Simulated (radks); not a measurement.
Values are calculated unless marked as measured or tabulated.
These are the eigenvalues of the occupied orbitals of an atom or ion with whole-number occupations (eV). Code: a radial shooting solver on a logarithmic mesh with Libxc functionals. Model: Dirac Kohn-Sham, Wu-Cohen GGA, spin-unpolarised, spherical densities, point nucleus.

| orbital | eigenvalue |
|---|---|
| 1s1/2 | -1800.187 |
| 2s1/2 | -154.3824 |
| 2p1/2 | -111.1864 |
| 2p3/2 | -110.5357 |
| 3s1/2 | -22.8084 |
| 4s1/2 | -6.3464 |

Which element is it, and in what charge state? The configuration may be excited. Open shells, if any, are shared by 2j + 1.

Answer. Z = 14, silicon, charge +1: Si+ in [Ne] 3s2 4s1. The list shows which subshells hold electrons but not how many an open one holds; the 1s level, -66.156 hartree, gives Z - s = 11.5 by -(Z - s)^2/2, which with screening and relativity narrows Z to a few neighbours, and the depths of the outer levels then fix element, charge and occupations together.
